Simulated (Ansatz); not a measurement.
`[SiH3]C1[SiH2][Te]1` + H₂ → `C1[SiH2][Te]1` + SiH₄  (hydrogenolysis of a C–Si bond)

Program: Ansatz. Geometries: PBE0-D4/def2-TZVP. ΔE: electronic, gas phase. CBS: MP2 limit from def2 TZ/QZ plus the TZ coupled-cluster correction, frozen cores. This one scheme is used for every species. Functionals use def2-TZVPP. Elements past krypton have def2 core potentials. For Te outer-core shells are correlated without core-valence functions, which leaves a few kJ/mol of doubt a bond.

```
             level  ΔE (eV)
           ωB97X-V    -0.09
CCSD(T)/def2-TZVPP    -0.06
```

Question: What does CCSD(T)/CBS give? (Estimate.)

Answer: Ansatz gave: 0.00 eV. The listed levels differ from it by -0.09, -0.06 eV.

Largest T1 diagnostic among the species: 0.012.

The D4 term adds +0.17 eV with B3LYP and +0.09 eV with PBE0; it sums over pairs of atoms, weighted by their polarisabilities, and B3LYP, whose exchange is more repulsive, gets the larger term. In def2-TZVPP, CCSD(T) changes the Hartree–Fock value by +0.29 eV (the triples alone add +0.06 eV) and MP2 by +0.40 eV.

B3LYP here is the variant with VWN-RPA as its local correlation; programs differ in this.
